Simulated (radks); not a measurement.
The numbers below are computed, except where a source is named.
Initial-state core-level shifts of neutral dysprosium when its valence configuration changes from [Xe] 4f10 6s2. Level of theory: Dirac Kohn-Sham, PBE, spin-unpolarised, spherical densities, finite nucleus; open shells are shared between the two j in proportion to 2j + 1; Fermi nuclear charge, rms radius 5.2218 fm (a radial shooting solver on a logarithmic mesh with Libxc functionals). Shifts are changes of the shell-averaged eigenvalues in eV (positive: less bound); the change of the density at the nucleus, which sets a Mossbauer isomer shift, is in e/bohr^3, on a base of 7.403e+05.

valence               3s       4s       4d      5p  density at nucleus
4f9 5d1 6s2       -7.752   -7.423   -7.043  -3.164              +40.07
4f10 6p2          -2.652   -2.673   -2.689  -2.769              -53.28
4f9 5d2 6s1       -6.495   -6.153   -5.754  -1.932               +4.22
4f9 6s2 6p1      -10.918  -10.604  -10.250  -6.237              +54.90
4f8 5d3 6s1      -15.010  -14.067  -13.142  -4.512              +44.61
4f9.5 6s2 6p0.5   -5.144   -5.025   -4.871  -3.067              +25.53
